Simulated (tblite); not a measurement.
A geometry optimisation, step by step.

C2H8P2SSi2.
Atom-mapped SMILES: `[CH3:1][C:2](=[S:3])[SiH:4]1[PH:5][SiH2:6][PH:7]1` (hydrogens: H8, H9, H10 on C1; H11 on Si4; H12 on P5; H13, H14 on Si6; H15 on P7)

Computed with GFN2-xTB (tblite), gas phase: L-BFGS steps from a force-field or distance-geometry start until the largest atomic force falls under 0.01 eV/Å. 9 of its 87 geometries are shown.

Step 0: E = -545.4810 eV, largest atomic force 2.214 eV/Å
```
atom  x, y, z in Å  |  force x, y, z in eV/Å
C1     -2.830    0.511   -0.329   -0.087  -0.029  -0.276
C2     -1.564   -0.230   -0.596   -0.599  -0.965  -0.641
S3     -1.520   -1.618   -1.530   -0.075   1.260   0.795
Si4     0.003    0.364    0.215   -0.669   0.159   0.157
P5      1.751    0.563   -1.111    0.451   0.704  -2.050
Si6     2.797    0.106    0.765    1.327  -0.140   0.316
P7      1.111   -1.166    1.382   -0.537  -1.336   1.362
H8     -3.225    0.238    0.659    0.176   0.022  -0.242
H9     -3.593    0.288   -1.082    0.151  -0.117   0.185
H10    -2.664    1.593   -0.334    0.119  -0.208   0.086
H11    -0.170    1.585    1.031    0.002  -0.177  -0.137
H12     1.719   -0.753   -1.635   -0.013   0.530   0.379
H13     4.041   -0.662    0.564   -0.192   0.228   0.093
H14     2.928    1.304    1.626   -0.066  -0.342  -0.252
H15     1.211   -2.116    0.352    0.012   0.410   0.225
```

Step 11: E = -545.8455 eV, largest atomic force 0.258 eV/Å
```
atom  x, y, z in Å  |  force x, y, z in eV/Å
C1     -2.832    0.506   -0.343   -0.070   0.014  -0.014
C2     -1.588   -0.247   -0.600    0.005  -0.047  -0.004
S3     -1.556   -1.580   -1.529   -0.015  -0.082  -0.082
Si4     0.012    0.323    0.204    0.127  -0.015   0.024
P5      1.779    0.683   -1.176   -0.011   0.041   0.004
Si6     2.820    0.030    0.721   -0.126  -0.005  -0.049
P7      1.089   -1.179    1.521   -0.030  -0.009   0.011
H8     -3.214    0.237    0.642    0.036   0.001   0.079
H9     -3.596    0.264   -1.074   -0.090  -0.047  -0.099
H10    -2.648    1.577   -0.343    0.049   0.054   0.014
H11    -0.195    1.540    0.989   -0.078   0.124   0.068
H12     1.726   -0.625   -1.630    0.003   0.040  -0.150
H13     4.083   -0.659    0.574    0.182  -0.161  -0.067
H14     2.929    1.208    1.560    0.072   0.194   0.154
H15     1.188   -2.072    0.464   -0.054  -0.103   0.111
```

Step 22: E = -545.8993 eV, largest atomic force 0.137 eV/Å
```
atom  x, y, z in Å  |  force x, y, z in eV/Å
C1     -2.826    0.486   -0.355   -0.010   0.001  -0.003
C2     -1.587   -0.276   -0.620    0.066  -0.067  -0.031
S3     -1.575   -1.591   -1.576    0.048  -0.049  -0.030
Si4     0.006    0.313    0.207    0.097   0.049   0.029
P5      1.789    0.784   -1.133   -0.135   0.020   0.011
Si6     2.844   -0.003    0.706    0.062   0.013   0.006
P7      1.094   -1.114    1.609   -0.131   0.035  -0.006
H8     -3.181    0.241    0.645    0.009   0.020   0.088
H9     -3.610    0.235   -1.064   -0.037  -0.040  -0.074
H10    -2.624    1.553   -0.383   -0.017   0.077   0.013
H11    -0.293    1.539    0.969    0.012  -0.035  -0.005
H12     1.736   -0.430   -1.803    0.016   0.010   0.053
H13     4.090   -0.738    0.515   -0.061  -0.048  -0.046
H14     3.033    1.169    1.564    0.045  -0.024  -0.001
H15     1.099   -2.160    0.699    0.035   0.038  -0.003
```

Step 32: E = -545.9267 eV, largest atomic force 0.223 eV/Å
```
atom  x, y, z in Å  |  force x, y, z in eV/Å
C1     -2.813    0.451   -0.380   -0.004   0.014   0.022
C2     -1.571   -0.301   -0.646    0.088  -0.009  -0.015
S3     -1.507   -1.610   -1.607   -0.021  -0.003  -0.014
Si4    -0.020    0.333    0.216    0.101   0.105   0.073
P5      1.756    0.886   -1.082   -0.049  -0.020  -0.026
Si6     2.820   -0.010    0.697    0.212   0.041   0.054
P7      1.056   -1.026    1.673   -0.041  -0.038   0.041
H8     -3.115    0.257    0.649   -0.103  -0.088   0.019
H9     -3.611    0.169   -1.062   -0.051  -0.022   0.032
H10    -2.624    1.520   -0.435   -0.006   0.055  -0.117
H11    -0.354    1.543    0.986   -0.019   0.000  -0.010
H12     1.743   -0.291   -1.814   -0.025   0.017   0.023
H13     3.947   -0.884    0.376   -0.053   0.002  -0.007
H14     3.208    1.102    1.569   -0.003  -0.064  -0.043
H15     1.080   -2.131    0.840   -0.026   0.008  -0.033
```

Step 43: E = -545.9574 eV, largest atomic force 0.144 eV/Å
```
atom  x, y, z in Å  |  force x, y, z in eV/Å
C1     -2.820    0.405   -0.405   -0.048  -0.010  -0.025
C2     -1.524   -0.285   -0.621   -0.063   0.064  -0.019
S3     -1.410   -1.573   -1.609    0.113   0.038   0.078
Si4    -0.018    0.420    0.292   -0.066   0.008  -0.049
P5      1.762    0.967   -1.005   -0.035  -0.016   0.013
Si6     2.871   -0.055    0.685    0.102  -0.007   0.019
P7      1.071   -0.955    1.729   -0.023  -0.005  -0.027
H8     -3.139    0.265    0.630    0.040   0.003  -0.030
H9     -3.588    0.011   -1.070    0.004  -0.012   0.028
H10    -2.718    1.479   -0.567    0.054  -0.054   0.012
H11    -0.447    1.621    1.019    0.021   0.018   0.036
H12     1.672   -0.184   -1.769   -0.006   0.007  -0.038
H13     3.851   -1.052    0.239   -0.064   0.101   0.053
H14     3.429    0.990    1.552   -0.021  -0.121  -0.075
H15     1.003   -2.046    0.878   -0.010  -0.014   0.025
```

Step 54: E = -545.9808 eV, largest atomic force 0.083 eV/Å
```
atom  x, y, z in Å  |  force x, y, z in eV/Å
C1     -2.822    0.331   -0.451   -0.002   0.030  -0.017
C2     -1.472   -0.263   -0.614   -0.018   0.030   0.011
S3     -1.195   -1.537   -1.589    0.004   0.026   0.037
Si4    -0.048    0.530    0.357    0.019  -0.038   0.015
P5      1.755    1.105   -0.896    0.002   0.039   0.006
Si6     2.876   -0.128    0.641    0.003  -0.050  -0.004
P7      1.059   -0.824    1.812   -0.003   0.044  -0.017
H8     -3.114    0.288    0.599    0.008  -0.026  -0.003
H9     -3.572   -0.176   -1.057    0.077  -0.027   0.016
H10    -2.793    1.387   -0.725    0.025  -0.037  -0.006
H11    -0.563    1.701    1.079    0.038   0.004   0.006
H12     1.609    0.063   -1.792   -0.016  -0.010  -0.018
H13     3.664   -1.222    0.074   -0.044   0.000  -0.016
H14     3.722    0.730    1.469   -0.065   0.027   0.005
H15     0.889   -1.978    1.071   -0.029  -0.013  -0.015
```

Step 64: E = -545.9938 eV, largest atomic force 0.062 eV/Å
```
atom  x, y, z in Å  |  force x, y, z in eV/Å
C1     -2.797    0.287   -0.469   -0.010   0.024  -0.010
C2     -1.412   -0.226   -0.583   -0.017  -0.050   0.021
S3     -1.046   -1.502   -1.527    0.011  -0.013  -0.013
Si4    -0.035    0.613    0.409    0.019   0.003   0.025
P5      1.761    1.172   -0.858    0.002   0.009  -0.005
Si6     2.846   -0.185    0.595    0.018  -0.050   0.024
P7      1.045   -0.778    1.842    0.027   0.017  -0.021
H8     -3.109    0.291    0.576    0.024  -0.011   0.003
H9     -3.492   -0.313   -1.054    0.014   0.018   0.008
H10    -2.829    1.321   -0.814   -0.003  -0.001  -0.002
H11    -0.544    1.776    1.145   -0.001  -0.005  -0.025
H12     1.548    0.190   -1.810   -0.010   0.010   0.009
H13     3.531   -1.317   -0.032   -0.041   0.044   0.015
H14     3.748    0.616    1.421   -0.011  -0.002  -0.011
H15     0.780   -1.938    1.137   -0.020   0.008  -0.016
```

Step 75: E = -545.9961 eV, largest atomic force 0.028 eV/Å
```
atom  x, y, z in Å  |  force x, y, z in eV/Å
C1     -2.775    0.263   -0.475    0.005   0.006  -0.012
C2     -1.384   -0.235   -0.575    0.002  -0.005   0.012
S3     -0.990   -1.505   -1.516    0.001   0.007   0.013
Si4    -0.036    0.639    0.430   -0.011   0.007   0.005
P5      1.763    1.217   -0.820   -0.003  -0.004  -0.012
Si6     2.830   -0.207    0.581    0.006   0.003   0.017
P7      1.042   -0.743    1.870   -0.002  -0.004  -0.028
H8     -3.083    0.293    0.571   -0.003  -0.011  -0.016
H9     -3.462   -0.357   -1.047   -0.005  -0.015   0.018
H10    -2.820    1.285   -0.852    0.011   0.023   0.009
H11    -0.574    1.802    1.143   -0.011  -0.007  -0.009
H12     1.529    0.278   -1.808    0.006   0.011   0.003
H13     3.426   -1.358   -0.093    0.007  -0.005  -0.001
H14     3.797    0.539    1.385   -0.009  -0.012  -0.007
H15     0.732   -1.904    1.185    0.004   0.007   0.009
```

Step 86: E = -545.9966 eV, largest atomic force 0.010 eV/Å
```
atom  x, y, z in Å  |  force x, y, z in eV/Å
C1     -2.767    0.254   -0.478    0.001  -0.001  -0.003
C2     -1.372   -0.237   -0.570    0.001  -0.001  -0.004
S3     -0.965   -1.508   -1.503   -0.001  -0.004   0.006
Si4    -0.037    0.655    0.437   -0.001  -0.004  -0.006
P5      1.768    1.240   -0.802    0.001   0.003   0.003
Si6     2.825   -0.221    0.571    0.000   0.003   0.001
P7      1.042   -0.723    1.877    0.002   0.003   0.009
H8     -3.077    0.291    0.566   -0.002  -0.001  -0.004
H9     -3.450   -0.378   -1.044   -0.002  -0.002  -0.003
H10    -2.815    1.272   -0.865   -0.003   0.004   0.007
H11    -0.604    1.811    1.138    0.003   0.005   0.004
H12     1.527    0.328   -1.812    0.002  -0.002  -0.005
H13     3.388   -1.380   -0.120   -0.002   0.002  -0.001
H14     3.819    0.495    1.367    0.002  -0.004  -0.001
H15     0.712   -1.891    1.216   -0.001  -0.002  -0.005
```

Question: Summarise the path.

Answer: The energy falls by 0.5157 eV from step 0 to step 86; nine tenths of that is first reached at step 41. It falls at every step. The largest force goes from 2.214 to 0.010 eV/Å. Among the bonds P5–Si6 changes most, from 2.197 to 2.267 Å; the atoms move by 0.735 Å rms after alignment.

The cost below is that of the whole relaxation. On one thread of an Intel Xeon Platinum 8259CL at 2.50 GHz, shared host, this took 1.8 s.
